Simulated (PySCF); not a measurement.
Spin-rotation constants: `c1cc2sccc2s1`, C₆H₄S₂

Geometry:
| atom | x (Å) | y (Å) | z (Å) |
| --- | --- | --- | --- |
| C1 | -2.231 | 0.071 | 0.392 |
| C2 | -1.506 | -0.998 | -0.022 |
| C3 | -0.143 | -0.662 | -0.160 |
| S4 | 1.289 | -1.506 | -0.631 |
| C5 | 2.231 | -0.071 | -0.397 |
| C6 | 1.505 | 0.998 | 0.018 |
| C7 | 0.143 | 0.661 | 0.154 |
| S8 | -1.288 | 1.507 | 0.626 |
| H9 | -3.285 | 0.117 | 0.583 |
| H10 | -1.915 | -1.971 | -0.218 |
| H11 | 3.285 | -0.118 | -0.586 |
| H12 | 1.916 | 1.971 | 0.215 |

The calculation used PySCF 2.14.0, GIAO B3LYP/aug-pcSseg-1 magnetisability, rotational g tensor and spin-rotation constants, non-relativistic, gas phase. Geometry: GFN2-xTB.

Task: Give the nuclear spin-rotation constants along the inertial axes (H = +C I·J) beside the isotropic shieldings.

Result: Rotational constants 3.3840, 1.3364, 0.9580 GHz. A star marks the isotopologue with that one atom substituted, in its own axes.
| atom | isotope | Caa (kHz) | Cbb (kHz) | Ccc (kHz) | mean (kHz) | σ (ppm) |
| --- | --- | --- | --- | --- | --- | --- |
| H9 | 1H | 0.227 | -0.082 | -0.104 | 0.014 | 24.6 |
| H10 | 1H | -0.345 | 0.143 | -0.100 | -0.100 | 24.5 |
| H11 | 1H | 0.227 | -0.082 | -0.104 | 0.014 | 24.6 |
| H12 | 1H | -0.345 | 0.143 | -0.100 | -0.100 | 24.5 |
| C1 | 13C* | 1.391 | 0.526 | 0.173 | 0.697 | 45.0 |
| C2 | 13C* | 1.181 | 0.591 | 0.134 | 0.635 | 57.4 |
| C3 | 13C* | 1.530 | 0.537 | 0.196 | 0.754 | 30.6 |
| S4 | 33S* | 1.284 | 0.512 | 0.278 | 0.691 | 295.1 |

For the geometry as given, no vibrational averaging.

Task: How do the rotational constants and the g tensor change when H9, H10, H11, H12 are replaced by deuterium?

Result: Constants 3.0172, 1.2706, 0.8941 GHz; g -0.0587, -0.0267, 0.0190, against -0.0655, -0.0282, 0.0204 before.
